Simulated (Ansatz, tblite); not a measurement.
Forces on the cluster Mo3Se5 at its PBE-D4/def2-SVP geometry. The state is a singlet with charge 0.

In the def2 sets Mo takes a core potential; there is no spin–orbit coupling. The xTB rows come from tblite. The restricted singlet is unstable towards broken spin symmetry in Hartree–Fock (as tested in another run); at PBE-D4/def2-TZVP this wasn't settled. Another isomer (singlet) lies 2.24 eV lower at PBE0-D4/def2-TZVP; other spin states weren't run for this one.

GFN1-xTB (tblite), largest force 11.54 eV/Å:

```xyz
8
positions Å, forces eV/Å
Mo   -1.414    0.259   -0.127   -6.122    8.485   -2.499
Mo   -0.105   -1.532    0.460    4.620   -9.816    3.942
Mo    0.979    0.106   -1.015    1.885    1.701   -0.920
Se   -1.310    1.698    1.823   -0.402   -0.716    0.268
Se   -0.928    0.950   -2.405   -0.352    0.065   -0.335
Se   -1.046   -0.609    2.574    0.097    0.432   -0.132
Se    2.461    1.439    0.072    0.315    0.084   -0.404
Se    1.363   -2.311   -1.383   -0.042   -0.235    0.080
```

GFN2-xTB (tblite), largest force 6.60 eV/Å:

```
Mo -3.041 5.443 -1.746
Mo 3.151 -5.361 2.221
Mo 0.820 0.843 0.130
Se -0.291 -0.632 -0.032
Se -0.283 -0.191 0.111
Se 0.179 -0.053 -0.577
Se -0.121 -0.274 -0.528
Se -0.415 0.224 0.420
```

PBE-D4/def2-TZVP (Ansatz), largest force 0.28 eV/Å:

```
Mo 0.119 -0.013 0.050
Mo 0.002 0.108 -0.032
Mo -0.077 -0.068 0.031
Se 0.012 -0.212 -0.007
Se 0.059 -0.063 0.153
Se 0.014 0.153 -0.236
Se -0.052 -0.052 -0.046
Se -0.077 0.147 0.087
```
